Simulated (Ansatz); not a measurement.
Relaxation of CH₄AlMgS (8 atoms, charge 1, multiplicity 1), to a largest force component of 0.015 eV/Å in at most 40 steps.

Computed with RKS PBE-D4/def2-SVP in Ansatz.

```xyz
8
Properties=species:S:1:pos:R:3
Al -1.425 2.631 -0.442
Mg -0.220 0.336 -0.123
C 1.218 -1.432 0.291
S 0.697 -2.722 1.160
H -1.716 3.268 -1.848
H -1.793 3.433 0.863
H 1.921 -1.711 -0.504
H 1.319 -3.802 0.603
```

Q: Where does it end, and by what steps?

A: The run converged. Limits of this set-up: the dipole of an ion depends on the origin. After 7 steps the energy has fallen by 0.217 eV; Mg2 moved furthest, 0.30 Å.

```
step  energy less start (eV)  largest force component (eV/Å)  accepted
   0                  0.0000                           0.859       yes
   1                 -0.1516                           0.851       yes
   2                 -0.1801                           0.668       yes
   3                 -0.2115                           0.187       yes
   4                 -0.2159                           0.073       yes
   5                 -0.2160                           0.041       yes
   6                 -0.2167                           0.021       yes
   7                 -0.2168                           0.006       yes
```

```xyz
8
Properties=species:S:1:pos:R:3
Al -1.440 2.740 -0.407
Mg 0.026 0.447 0.007
C 1.117 -1.515 0.172
S 0.611 -2.786 1.087
H -1.754 3.176 -1.911
H -1.913 3.540 0.892
H 1.944 -1.755 -0.531
H 1.410 -3.847 0.692
```

Time of the run: 25 s on 1 thread of Arm Neoverse V2, with other jobs on the host, peak memory 0.14 GiB.
